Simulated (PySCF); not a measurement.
**W³⁺: ionisation energy**

W³⁺ [Xe] 4f14 5d3 [5d3/2^3, M_J = 3/2] → W⁴⁺ [Xe] 4f14 5d2 [5d3/2^2, M_J = 2], as a difference of total energies. Computed with PySCF 2.14 in x2c-TZVPPall-2c, with the two-component X2C-1e Hamiltonian. "Screened" scales the spin-orbit matrix elements by Boettger's factors to mimic the two-electron term; Breit and QED terms are absent.

```csv
method,ionisation energy (eV)
GHF (spin-free),36.943
GHF (screened spin-orbit),36.753
```

The spin-free rows relax to the high-spin LS determinant and lack the spin-orbit shift.

Errors of the correlated levels include the incompleteness of this basis and the frozen core.

The labels give the starting determinants; with spin-orbit coupling the two ends relaxed to ⟨J²⟩ = 5.64, ⟨L²⟩ = 11.73, ⟨S²⟩ = 3.66 and ⟨J²⟩ = 6.36, ⟨L²⟩ = 11.33, ⟨S²⟩ = 1.86.

The determinant of W³⁺ and of W⁴⁺ mixes levels of different J (the jj label is only the starting occupation), so the difference between spin-free and spin-orbit rows is not the physical spin-orbit shift.

For comparison: 38.2 ± 0.4 eV (semi-empirical (NIST evaluation); NIST Atomic Spectra Database, ionization energies).
